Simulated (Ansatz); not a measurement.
`C/C(BN)=C\F` + `[SnH4]` → `N[BH][SnH3]` + `C/C=C\F`  (formal exchange of groups at a B–C bond)

Computed with Ansatz on PBE0-D4/def2-TZVP structures; ΔE is electronic, products minus reactants. CCSD(T)/CBS is the MP2 limit (def2-TZVPP, def2-QZVPP) plus CCSD(T) − MP2 in def2-TZVPP, frozen cores. Double bonds are as drawn, so ΔE can hold a change between cis and trans. DFT in def2-TZVPP. B3LYP here is the variant with VWN-RPA as its local correlation; programs differ in this. def2 core potentials past Kr. For Sn outer-core shells are correlated without core-valence functions, which leaves a few kJ/mol of doubt a bond. Each species was taken in one conformer, which may not be the lowest.

```
        level  ΔE (kJ/mol)
      ωB97X-V         34.4
      ωB97M-V         35.1
        B3LYP         30.7
HF/def2-TZVPP         36.2
```

Q: What does CCSD(T)/CBS give? (An estimate is asked.)

A: Ansatz gave: +27.4 kJ/mol. The listed levels differ from it by 7.0, 7.7, 3.3, 8.8 kJ/mol.

Largest T1 diagnostic among the species: 0.014.

The D4 term adds +3.7 kJ/mol with B3LYP and +2.2 kJ/mol with PBE0; it sums over pairs of atoms, weighted by their polarisabilities, and B3LYP, whose exchange is more repulsive, gets the larger term.
